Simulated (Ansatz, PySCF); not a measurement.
Al(Cl)(Br)(NH2) (AlBrClH₂N), SMILES [Al]([NH2])([Cl])[Br].

The structure is a stationary point at PBE0-D3(BJ)/def2-SVP. The structure was generated by enumeration; whether it is a known compound was not checked. One conformer was computed; it need not be the lowest.

Vertical ionisation energy (IE) and electron affinity (EA) in eV. Rows of orbital energies are one-electron estimates. Where ΔSCF, EOM or ADC give a negative EA the extra electron is unbound and the value depends on the basis.

| level | IE | EA |
|---|---|---|
| −ε(HOMO), −ε(LUMO), r2SCAN/def2-TZVP (PySCF) | 6.88 | 1.12 |
| −ε(HOMO), −ε(LUMO), PBE/def2-TZVP (PySCF) | [?] | [?] |
| ΔSCF, PBE0/def2-SVPD (Ansatz), final states of multiplicity 2 and 2 | 10.23 | -0.20 |
| ΔSCF, PBE/def2-SVPD (Ansatz), final states of multiplicity 2 and 2 | 9.88 | -0.05 |

Question: Fill in the missing entries. (Estimate from the structure and the level; the computed values follow.)

Answer: 
- −ε(HOMO), −ε(LUMO), PBE/def2-TZVP (PySCF), IE: 6.57
- −ε(HOMO), −ε(LUMO), PBE/def2-TZVP (PySCF), EA: 1.58

Question: What vertical singlet–triplet gap does ΔSCF give with PBE0/def2-SVPD (Ansatz, a program for electronic structure) and with PBE/def2-SVPD (Ansatz)? (An estimate is asked for; the answer gives what the named calculation found.)

Answer: 5.53 and 5.14 eV (triplet above singlet where positive).
